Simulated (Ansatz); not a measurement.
Reaction (substitution at a C–Si bond): `CO[Si](C)(N)Br` + `C[O][SnH]([OH])[Cl]` → `C[O][SnH]([Cl])[O]C` + `CO[SiH](N)Br`

Calculated with Ansatz (gas phase, PBE0-D4/def2-TZVP geometries, no zero-point term in ΔE). CCSD(T)/CBS is the MP2 limit (def2-TZVPP, def2-QZVPP) plus CCSD(T) − MP2 in def2-TZVPP, frozen cores. DFT in def2-TZVPP. def2 core potentials past Kr. For Br, Sn outer-core shells are correlated without core-valence functions, which leaves a few kJ/mol of doubt a bond. Scalar relativity is left out up to krypton. Each species was taken in one conformer, which may not be the lowest.

| level | ΔE (kJ/mol) | difference from CCSD(T)/CBS |
| --- | --- | --- |
| r2SCAN-D4 | 115.2 | 1.3 |
| PBE0-D4 | 114.6 | 0.7 |
| ωB97X-V | 109.3 | -4.6 |
| B2PLYP | 109.2 | -4.7 |
| r2SCAN | 114.7 | 0.8 |
| CCSD/def2-TZVPP | 111.1 | -2.8 |
| CCSD(T)/def2-TZVPP | 111.7 | -2.2 |
| SCS-MP2/def2-QZVPP | 111.6 | -2.3 |
| MP2/CBS(def2) | 120.9 | 7.0 |
| CCSD/CBS(def2) | 113.3 | -0.6 |
| CCSD(T)/CBS | 113.9 | 0 |

Largest T1 diagnostic among the species: 0.013.

In def2-TZVPP, CCSD(T) changes the Hartree–Fock value by +12.3 kJ/mol (the triples alone add +0.6 kJ/mol) and MP2 by +19.3 kJ/mol. The D4 term adds +3.2 kJ/mol with B3LYP and +1.7 kJ/mol with PBE0; it sums over pairs of atoms, weighted by their polarisabilities, and B3LYP, whose exchange is more repulsive, gets the larger term. From PBE to PBE0 (25 % exact exchange), in def2-TZVPP and without D4, ΔE moves by +3.5 kJ/mol.

B3LYP here is the variant with VWN-RPA as its local correlation; programs differ in this.
